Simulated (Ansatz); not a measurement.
Computed with frozen-core CCSD(T)/cc-pVTZ // PBE0-D4/def2-SVP in Ansatz (a program for electronic structure). The restricted HF reference is unstable towards unrestricted orbitals.

Ansatz 0.2 input:
```yaml
crystal:
  periodic: [false, false, false]
  atoms:
    - { symbol: B, position_ang: [-1.23393, 1.303465, 0.054049] }
    - { symbol: C, position_ang: [-0.126702, 0.263841, 0.008236] }
    - { symbol: C, position_ang: [1.280766, 0.575686, -0.016412] }
    - { symbol: C, position_ang: [2.097004, -0.509402, -0.056833] }
    - { symbol: S, position_ang: [1.184424, -1.980116, -0.066996] }
    - { symbol: C, position_ang: [-0.307986, -1.127028, -0.016414] }
    - { symbol: S, position_ang: [-1.776502, -2.065409, -0.003225] }
    - { symbol: H, position_ang: [-2.405783, 0.989668, 0.07344] }
    - { symbol: H, position_ang: [-0.961559, 2.480979, 0.072272] }
    - { symbol: H, position_ang: [1.650786, 1.602127, -0.003379] }
    - { symbol: H, position_ang: [3.184995, -0.550658, -0.081715] }
    - { symbol: H, position_ang: [-2.585512, -0.983152, 0.036977] }
basis:
  gaussian: { orbitals: cc-pVTZ }
correlation:
  method: ccsd_t
```

Output:

```
Functional definition: HF
1667 factors; integrals over basis functions are off by at most 1.4e-3 eV
mean field evaluation 1: about -26503.7726 eV, gradient 3.7e1 eV
mean field evaluation 2: about -26504.2955 eV, gradient 3.7e1 eV
mean field evaluation 4: about -26508.7481 eV, gradient 6.0e0 eV
mean field evaluation 8: about -26508.9052 eV, gradient 5.0e-1 eV
mean field evaluation 16: about -26508.9072 eV, gradient 1.2e-6 eV
mean field -26508.90721606 eV, -974.1843718076 hartree, gradient 1.2e-6 eV, S^2 0.000000; 0 other end points of the search recorded, 0 dependent functions left out; unrestricted orbitals would lower it
15 core orbitals not correlated
reference -26508.90721606 eV, -974.1843718076 hartree; 18, 18 occupied and 255, 255 virtual orbitals, 1667 factors
second order -29.53115480 eV of doubles, -0.00000000 eV of singles
cycle   1  -29.56939743 eV  change   -3.8e-2 eV  update   1.4e-1
cycle   2  -30.45285048 eV  change   -8.8e-1 eV  update   4.5e-2
cycle   3  -30.64370854 eV  change   -1.9e-1 eV  update   2.1e-2
cycle   4  -30.63217611 eV  change    1.2e-2 eV  update   5.9e-3
cycle   5  -30.62909316 eV  change    3.1e-3 eV  update   3.5e-3
cycle   6  -30.63005144 eV  change   -9.6e-4 eV  update   1.3e-3
cycle   7  -30.62925232 eV  change    8.0e-4 eV  update   6.3e-4
cycle   8  -30.62912104 eV  change    1.3e-4 eV  update   2.4e-4
cycle   9  -30.62919965 eV  change   -7.9e-5 eV  update   8.1e-5
cycle  10  -30.62918373 eV  change    1.6e-5 eV  update   3.5e-5
perturbative correction -1.71551473 eV, -0.0630440034 hartree
Total energy: -26541.25191452 eV, -975.3730175519 hartree
```

Cost: very roughly 40 core-minutes.
